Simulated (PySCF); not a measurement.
Pb(F)(OH) (FHOPb), SMILES [OH][Pb][F] (connectivity only; charge and spin as stated), neutral, multiplicity 1.

Geometry: B3LYP-D3(BJ)/def2-TZVP. The def2 effective core potentials stand for the cores of Pb; spin–orbit coupling is left out. The values are those of a single conformer.

Method: ωB97X/def2-TZVPD in PySCF.

Q: Estimate the frontier levels, gap, dipole moment and polarisability. (An estimate is asked for; the answer gives what the named calculation found.)

A: 
The highest occupied level comes out as -10.61 eV and the lowest empty level is -0.70 eV. The orbital gap is 9.91 eV and the dipole moment is 3.40 D. The quadrupole, principal values (traceless, Buckingham form, about the centre of nuclear charge) is -11.89, 4.14, 7.75 D·Å and the mean static polarisability comes out as 44.4 bohr³ (6.58 Å³). The polarisability, principal values is 35.8, 45.3, 52.1 bohr³.
